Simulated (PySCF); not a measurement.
C3H3BF2O, SMILES FB(F)C1=CCO1.

Geometry: PBE-D3(BJ)/def2-SVP. The structure was generated by enumeration, and PubChem lists no compound with its InChIKey, so it may never have been made. Other conformers were not sampled.

Two levels are set side by side: TDDFT-PBE/def2-SVPD (PySCF) and TDDFT-ωB97X/def2-SVPD (PySCF). Vertical, same geometry. The lowest singlet is HOMO→LUMO 95 % with PBE and HOMO→LUMO 98 % with the other functional; states are paired by order. Differences are taken from unrounded values.

| quantity | TDDFT-ωB97X |
|---|---|
| lowest singlet excitation (eV) | 5.18 |
| lowest triplet excitation (TDA) (eV) | 3.04 |
| first bright state (f over 0.05) (eV) | 5.18 |
| its oscillator strength | 0.14 |

**Question.** What does TDDFT-PBE give, and how far is it from TDDFT-ωB97X? (The exact figures need the calculation; the answer reports its results.)

**Answer.** 
```csv
quantity,TDDFT-PBE,TDDFT-PBE minus TDDFT-ωB97X
lowest singlet excitation (eV),4.37,-0.80
lowest triplet excitation (TDA) (eV),2.81,-0.23
first bright state (f over 0.05) (eV),4.37,-0.80
its oscillator strength,0.07,-0.07
```

A lower first singlet is the usual sign of a functional without exact exchange. Differences between two approximate levels are no errors against the true value.

Rough cost on one machine, each run with all the roots and properties that it gave: TDDFT-ωB97X against TDDFT-PBE about 7 times.
